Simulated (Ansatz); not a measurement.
Reaction (formal exchange of groups at the Si–O bond): `[NH2][GeH2][Si](N)(O)O` + `CC1C=C1` → `[NH2][GeH2][SiH](N)O` + `CC1(O)C=C1`

Calculated with Ansatz (gas phase, PBE0-D4/def2-TZVP geometries, no zero-point term in ΔE). CBS: MP2 limit from def2 TZ/QZ plus the TZ coupled-cluster correction, frozen cores. Functionals use def2-TZVPP. B3LYP here is the variant with VWN-RPA as its local correlation; programs differ in this. For Ge outer-core shells are correlated without core-valence functions, which leaves a few kJ/mol of doubt a bond. Scalar relativity is left out up to krypton. One conformer a species, not always the lowest.

`[NH2][GeH2][Si](N)(O)O`:

```xyz
14

N    -0.497   -2.071   -1.277
Ge   -0.399   -1.330    0.419
Si    0.422    0.883    0.074
N    -0.325    1.895    1.221
O     0.085    1.330   -1.473
O     2.061    0.999    0.170
H    -0.851   -3.018   -1.296
H    -1.057   -1.512   -1.906
H    -1.761   -1.336    1.173
H     0.545   -2.244    1.227
H    -0.148    2.888    1.232
H    -1.251    1.681    1.554
H     0.718    1.046   -2.136
H     2.459    0.789    1.017
```

`CC1C=C1`:

Z-matrix (Å, degrees):
```
C
C 1 1.509
H 1 1.094 2 111.2
H 1 1.094 2 111.2 3 119.7
H 1 1.093 2 110.8 3 -120.2
C 2 1.498 1 121.9 3 150.6
C 2 1.498 1 121.9 3 89.7
H 2 1.093 1 113.3 3 -59.8
H 6 1.077 2 146.1 1 71.6
H 7 1.077 2 146.1 1 -71.6
```

`[NH2][GeH2][SiH](N)O`:

Z-matrix (Å, degrees):
```
Ge
Si 1 2.375
N 1 1.848 2 106.6
H 1 1.556 2 109.9 3 -123.4
H 1 1.541 2 113.5 3 117.7
O 2 1.658 1 101.2 3 36.5
N 2 1.708 1 110.1 3 160.6
H 2 1.489 1 115.5 3 -81.7
H 3 1.011 1 114.6 2 -167.4
H 3 1.012 1 111.7 2 -43.5
H 6 0.959 2 117.9 1 -173.6
H 7 1.006 2 122.7 1 149.3
H 7 1.006 2 123.2 1 -46.7
```

`CC1(O)C=C1`:

Cartesian coordinates in Å:
```
C -0.195 -1.315 0.448
C 0.231 0.035 -0.054
O 1.619 -0.010 -0.297
C -0.403 1.306 0.358
C -0.630 0.923 -0.865
H -1.265 -1.329 0.650
H 0.343 -1.565 1.366
H 0.037 -2.085 -0.292
H 1.890 0.854 -0.618
H -0.540 2.055 1.124
H -1.087 1.132 -1.821
```

Q: Is it downhill or uphill in electronic energy at CCSD(T)/CBS, and by how much? (An estimate is asked.)

A: The calculation gave: Uphill: ΔE = +165.7 kJ/mol.

Q: What do these levels give: PBE-D4, r2SCAN-D4, B3LYP-D4, ωB97M-V, PBE, r2SCAN, PBE0, SCS-MP2/def2-TZVPP, MP2/def2-QZVPP, SCS-MP2/def2-QZVPP, MP2/CBS(def2), CCSD/CBS(def2)? (An estimate is asked.)

A: Ansatz gave: PBE-D4 151.7, r2SCAN-D4 162.5, B3LYP-D4 162.5, ωB97M-V 163.0, PBE 150.4, r2SCAN 162.1, PBE0 155.9, SCS-MP2/def2-TZVPP 167.0, MP2/def2-QZVPP 170.0, SCS-MP2/def2-QZVPP 167.9, MP2/CBS(def2) 170.1, CCSD/CBS(def2) 167.4 kJ/mol.

Largest T1 diagnostic among the species: 0.012.

From PBE to PBE0 (25 % exact exchange), in def2-TZVPP and without D4, ΔE moves by +5.5 kJ/mol.
